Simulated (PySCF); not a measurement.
BCl2, SMILES [B](Cl)Cl (connectivity only; charge and spin as stated), charge +1, multiplicity 1. Geometry optimised at B3LYP-D3(BJ)/def2-TZVP. The multiplicity is an assumed one; other spin states were not compared. The isomer is the one that the SMILES or the coordinates give; other isomers of the formula were not compared.

The numbers are results of PySCF with B3LYP-D3(BJ)/def2-TZVP, not measurements.

Harmonic wavenumbers (cm⁻¹): 327, 327, 559, 1463. Rotational constants (GHz): 2.738 (linear); symmetry number 2.

Q: Work out the zero-point energy and the ideal-gas rigid-rotor harmonic-oscillator thermochemistry at 298.15 K and 1 atm.

A: ZPE = ½ Σ hcν = ½ × 2676 cm⁻¹ = 16.01 kJ/mol. H − E(el) = 27.22 kJ/mol. Entropy in J/(mol K): translation 163.66, rotation 66.80, vibration 12.91, total 243.37. G − E(el) = -45.34 kJ/mol. Cp = 47.71 J/(mol K).
